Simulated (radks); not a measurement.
Species: Pd43+. Configuration: [He] 2s1.

Calculated with a radial shooting solver on a logarithmic mesh with Libxc functionals: scalar-relativistic Kohn-Sham, PBE, spin-polarised, spherical densities, finite nucleus; open shells are filled with parallel spins first (spin-orbit coupling, left out, can overturn this in heavy ions); Fermi nuclear charge, rms radius 4.5318 fm.

Energy parts (Ry):
part                       energy
total                 -4808.69665
kinetic                5093.06668
electron-nucleus      -9999.04143
Hartree                 165.28695
exchange-correlation    -68.00885

Orbitals (lengths in bohr, moments of r in powers of bohr; <r^-3> diverges for s and p1/2; r(max) is where P^2 peaks):
| orbital | occ. | eigenvalue (Ry) | <r^2> | <r^-3> | <r^4> | r(max) |
|---|---|---|---|---|---|---|
| 1s up | 1 | -2078.679 | 0.001353 | - | 4.726e-06 | 0.02061 |
| 1s down | 1 | -2077.650 | 0.001353 | - | 4.719e-06 | 0.02061 |
| 2s up | 1 | -505.7117 | 0.01948 | - | 0.0006284 | 0.1117 |

The highest occupied level is 2s up at -6880.6 eV. Summed over all electrons, <r^2> = 0.02219 bohr^2, which gives a Langevin (diamagnetic) susceptibility term of -0.0176 x 10^-6 cm^3/mol. The electron density at the nucleus is 1.285e+05 e/bohr^3 (large components only). The density falls to 0.001 e/bohr^3 at r = 0.43 bohr. For comparison, the ionisation energy in NIST's Atomic Spectra Database is 6943.1 eV (theoretical). In exact Kohn-Sham theory the highest level is minus the ionisation energy, but local and semilocal functionals leave it too shallow, through self-interaction and a potential that decays too fast; potentials with the right tail come closer. The spin density at the nucleus is 7787 e/bohr^3 (1s 16, 2s 7771). Spin moment in Bohr magnetons: 1.
